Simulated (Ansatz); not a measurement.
The cluster Cu2O⁺. The state is a doublet with charge 1. Geometry r2SCAN-D4/def2-TZVP, that of the neutral singlet; atoms count from 1.

| atom | x (Å) | y (Å) | z (Å) |
| --- | --- | --- | --- |
| Cu1 | -0.267 | 1.219 | -0.350 |
| Cu2 | 0.189 | -1.187 | -0.486 |
| O3 | 0.078 | -0.033 | 0.836 |

The structure comes from a short search, and lower isomers may exist.

Estimate the Mulliken populations from the PBE0/def2-TZVP orbitals of Ansatz.


```tsv
atom	charge (e)	spin (α − β)	d electrons
Cu1	0.71	0.08	9.75
Cu2	0.71	0.08	9.75
O3	-0.42	0.84	–
```
Mulliken values depend strongly on the basis.

Where does the spin sit?

Summed by element: Cu 0.16, O 0.84, of 1 unpaired in all. Largest on single atoms: O3 0.84, Cu1 0.08, Cu2 0.08.

And the Mayer bond orders between heavy atoms (over 0.3)?

Cu1–O3 0.87 (1.76 Å); Cu2–O3 0.87 (1.76 Å).
